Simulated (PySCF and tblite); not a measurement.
Conformer ensemble of C₅H₇F₃O₂, numbered as in [F:1][C:2]([F:3])([F:4])[CH:5]1[O:6][CH2:7][CH2:8][CH2:9][O:10]1

Search: ETKDG and KDG, MMFF94s, GFN2-xTB, 90 starts; geometries at PBE0-D3(BJ)/def2-SVP. Energies: PBE0-D3(BJ)/def2-SVPD, with GFN2-xTB thermal terms (modes under about 100 cm⁻¹ blended into free rotors). Symmetry numbers and mirror images are counted. Conformers within 4 kcal/mol (GFN2-xTB free energy) were kept, 5 at most. GIAO shieldings: PBE0/pcSseg-1. Couplings: B3LYP/pcSseg-1 with pcJ-1 on H, F (gas phase; spin-dipole term only for pairs with B, N, F, Si or P). Couplings are for ¹⁹F, ¹H. Shifts are against TMS (¹H), TMS (¹³C), CFCl3 (¹⁹F) at the same level; of two unlike H on one atom, a is the less shielded. Run with PySCF (density fitting) and tblite.

The 6-ring runs over atoms 5–6–7–8–9–10. Of a mirror pair one member is shown.

| conformer | shape | symmetry | E(GFN2) kcal/mol | E(DFT) kcal/mol | G(298.15 K) kcal/mol | weight % | dipole D |
| --- | --- | --- | --- | --- | --- | --- | --- |
| 1 | 6-ring chair (all substituents equatorial) | Cs | 0.21 | 0.00 | 0.00 | 97.0 | 4.38 |
| 2 | 6-ring chair (C2 axial) | Cs | 0.00 | 1.79 | 2.15 | 2.6 | 2.81 |
| 3 | 6-ring twist-boat (ring torsions -67, 23, 38, -64, 23, 43°) | C1 (pair) | 2.77 | 3.93 | 3.31 | 0.4 | 3.46 |
| 4 | 6-ring between boat and twist-boat (ring torsions -51, 59, -16, -38, 51, -3°) | C1 (pair) | 2.67 | 5.03 | 4.72 | 0.0 | 3.01 |

Weights (%) against temperature:

```
 T (K)     1    2    3    4  S(mix) cal/mol/K
   150  99.9  0.1  0.0  0.0              0.01
   200  99.5  0.5  0.0  0.0              0.06
   250  98.6  1.3  0.1  0.0              0.16
298.15  97.0  2.6  0.4  0.0              0.30
   400  91.8  6.0  1.9  0.3              0.70
```

Averaged shifts at 298.15 K. ¹H: 4.28 (H5, 1H), 4.11 (H7a/H9a, 2H), 3.55 (H7b/H9b, 2H), 2.05 (H8a, 1H), 0.88 (H8b, 1H) ppm. ¹³C: 125.5 (C2), 97.2 (C5), 67.2 (C7/C9), 27.3 (C8) ppm. ¹⁹F: -95.1 (F1/F3/F4) ppm.

Averaged couplings (Hz): ³J(F1,H5) 3.8, ⁴J(H5,H7a) -0.8, ²J(H7a,H7b) -13.0, ³J(H7a,H8b) 1.9, ³J(H7a,H8a) 5.5, ⁴J(H7a,H9a) 1.8, ⁴J(H7a,H9b) -0.8, ³J(H7b,H8b) 2.8, ³J(H7b,H8a) 12.9, ²J(H8b,H8a) -14.6. Computed couplings to fluorine can be off by tens of per cent at such levels.

Coordinates of conformer 1 (Å):

```xyz
17

F     2.945   -1.235    0.382
C     2.316   -0.106    0.700
F     3.069    0.915    0.295
F     2.204   -0.046    2.020
C     0.955   -0.052    0.015
O     0.236   -1.167    0.408
C    -1.051   -1.187   -0.172
C    -1.798    0.093    0.165
C    -0.923    1.279   -0.210
O     0.356    1.143    0.371
H     1.129   -0.080   -1.087
H    -1.560   -2.079    0.219
H    -0.962   -1.302   -1.272
H    -2.761    0.135   -0.366
H    -2.001    0.120    1.247
H    -1.336    2.230    0.155
H    -0.826    1.351   -1.313
```

Unscaled ¹⁹F shifts at such levels can be off by tens of ppm; differences between conformers or isomers are more reliable. Shifts are unscaled: against experiment ¹³C can be off by 15 ppm or more and ¹H by 0.8 ppm.

Search and properties took 15 min on 1 thread of Arm Neoverse V1 (shared host) (rough), launched as `OMP_NUM_THREADS=1 python ens_run.py task.json out`.
